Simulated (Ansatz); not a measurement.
`F[C@@H]1BC[Si@H]1F` from Hartree–Fock to CCSD(T)

| atom | x (Å) | y (Å) | z (Å) |
| --- | --- | --- | --- |
| F1 | 0.213 | -0.648 | -2.447 |
| C2 | -0.200 | -0.237 | -1.211 |
| B3 | 0.289 | 1.050 | -0.500 |
| C4 | -0.117 | 0.775 | 1.003 |
| Si5 | 0.166 | -1.002 | 0.498 |
| F6 | -0.895 | -2.085 | 1.002 |
| H7 | -1.306 | -0.275 | -1.149 |
| H8 | 1.091 | 1.837 | -0.901 |
| H9 | 0.437 | 1.266 | 1.798 |
| H10 | -1.192 | 0.886 | 1.187 |
| H11 | 1.514 | -1.567 | 0.722 |

Total charge 0; spin multiplicity 1. All single points use the PBE0-D4/def2-TZVP geometry. Frozen core, restricted reference, Ansatz. CBS rows extrapolate triple and quadruple zeta; past MP2 they add the triple-zeta difference.

```csv
basis,HF (Eh),MP2 corr.,CCSD corr.,(T),CCSD(T) total
def2-TZVPP,-591.31253,-1.04228,?,?,?
def2-QZVPP,-591.33535,-1.12813,–,–,–
CBS(def2),-591.33849,?,?,as TZ,?
```

Problem. Fill in the withheld values. (Best estimate.)

Solution. The calculation gave: def2-TZVPP CCSD corr.: -1.07916; def2-TZVPP (T): -0.03928; def2-TZVPP CCSD(T) total: -592.43097; CBS(def2) MP2 corr.: -1.19171; CBS(def2) CCSD corr.: -1.22859; CBS(def2) CCSD(T) total: -592.60636.
